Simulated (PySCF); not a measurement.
A geometry optimisation on `C1O[C@H](C(F)F)C1`.

Method: PBE0-D3(BJ)/def2-SVP geometry optimisation, gas phase (PySCF 2.14.0). Start geometry: GFN2-xTB. The command runs a driver script over a list of jobs; the input below is this job's line of settings and its coordinates in Å.

Command:
```bash
OMP_NUM_THREADS=1 python probes_run.py task.json out
```

Input:
```
{"job": {"xc": "PBE0", "basis": "def2-SVP", "d3": "d3bj", "grid": 1, "shake": 0.01, "kind": "geom"}, "charge": 0, "multiplicity": 1}
F      1.601060    -1.390100    -0.037480
C      1.468270    -0.208720    -0.730250
F      2.526590     0.541900    -0.381320
C      0.208630     0.540070    -0.407210
C     -0.424650     0.302570     0.979030
C     -1.560910    -0.380490     0.228950
O     -0.936890    -0.076040    -1.030190
H      1.563640    -0.429810    -1.806190
H      0.305030     1.586820    -0.695100
H     -0.705050     1.215250     1.523760
H      0.156330    -0.335580     1.648680
H     -1.623000    -1.463910     0.387770
H     -2.573220     0.081150     0.309220
```

Output:
```
step   0  E = -430.13538583  max force = 0.031164
step   1  E = -430.13851501  max force = 0.007613
step   2  E = -430.13897735  max force = 0.002224
step   3  E = -430.13904791  max force = 0.001056
step   4  E = -430.13907578  max force = 0.000743
step   5  E = -430.13909874  max force = 0.000711
step   6  E = -430.13911662  max force = 0.000822
step   7  E = -430.13912431  max force = 0.000559
step   8  E = -430.13912730  max force = 0.000165
optimisation converged
```

Energies in Eh; «max force» is the largest Cartesian gradient component in Eh/bohr.

Task: Give the first gradient maximum in eV/Å.

Result: With 1 Eh/bohr = 51.422 eV/Å, 1.603 eV/Å.

Summary of the converged run: final energy -430.13913 Eh after 8 steps; dipole 1.54 D.

Task: Where do the atoms end?

Result: 0.131 Å rms from the input after alignment:
```
atom  x, y, z in Å
F1     1.6150   -1.0745   -0.5906
C2     1.3482    0.2135   -0.9020
F3     2.3064    0.9844   -0.3395
C4    -0.0027    0.6174   -0.3558
C5    -0.3232    0.1198    1.0583
C6    -1.3527   -0.7568    0.3360
O7    -1.0374   -0.1670   -0.9294
H8     1.3952    0.3190   -2.0004
H9    -0.1346    1.6996   -0.5375
H10   -0.7436    0.8846    1.7230
H11    0.4923   -0.4087    1.5681
H12   -1.1402   -1.8392    0.3496
H13   -2.4080   -0.5958    0.6139
```

Time: 52 s of wall time; peak memory 0.51 GiB. Hardware: an Arm Neoverse V2 with one thread, shared host.
Labels such as C1 count atoms from 1, the log's own numbers from 0.
